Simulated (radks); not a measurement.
Results of a calculation; reference values are marked as such.
Removal energies from the praseodymium ion Pr10+, [Kr] 4d10 5s2 5p1, by Delta-SCF beside the eigenvalue of the level emptied. Level of theory: scalar-relativistic Kohn-Sham, LDA (Slater exchange, Perdew-Wang correlation), spin-polarised, spherical densities, finite nucleus; Fermi nuclear charge, rms radius of each element as measured or else 0.836 A^(1/3) + 0.57 fm (a radial shooting solver on a logarithmic mesh with Libxc functionals). Open shells are filled with parallel spins first.

| removed from | final configuration | Delta-SCF (eV) | -eigenvalue (eV) |
|---|---|---|---|
| 5p | [Kr] 4d10 5s2 | 160.36 | 152.74 |
| 5s | [Kr] 4d10 5s1 5p1 | 183.27 | 175.25 |
| 4d | [Kr] 4d9 5s2 5p1 | 287.60 | 273.30 |
| 4p | [Ar] 3d10 4s2 4p5 4d10 5s2 5p1 | 394.76 | 379.77 |
